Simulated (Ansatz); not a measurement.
The first iterations of a band of B2FH3OS (8 atoms, charge 0, multiplicity 1).

Level of theory: RKS PBE-D4/def2-SVP (Ansatz 0.2.0).

* movable images: 7
* climbing image: yes
* spring: 5.0 eV/Å²
* optimiser: quadratic models (default)
* start path: IDPP
* force threshold: 0.05 eV/Å
* iteration limit: 60
* end points: relaxed

Image 0:

```xyz
8
Properties=species:S:1:pos:R:3
B 1.214 1.177 0.271
B -0.020 0.004 0.190
F -0.636 -0.483 1.290
O -0.376 -0.443 -1.045
S -1.596 -1.640 -1.313
H 2.383 0.863 0.400
H 0.971 2.368 0.211
H -1.940 -1.846 -0.004
```

Image 8:

```xyz
8
Properties=species:S:1:pos:R:3
B 1.214 1.176 0.271
B -0.020 0.005 0.192
F -0.637 -0.483 1.291
O -0.376 -0.443 -1.044
S -1.595 -1.640 -1.312
H 0.972 2.368 0.208
H 2.383 0.862 0.399
H -1.940 -1.844 -0.004
```

| iteration | highest image above the first end (eV) | largest band force component (eV/Å) |
| --- | --- | --- |
| 1 | 0.146 | 0.725 |
| 2 | 0.073 | 0.287 |

Does the band converge within its limit, and where does its top end?

The run converged. It ended after 6 iterations with the highest image 0.066 eV above the first end. A vibrational analysis at the climbing image gives one clearly imaginary mode, 139i cm⁻¹: a first-order saddle point.

Run time: 3.2 min on 1 thread of Arm Neoverse N1, on a shared host, peak memory 0.12 GiB.
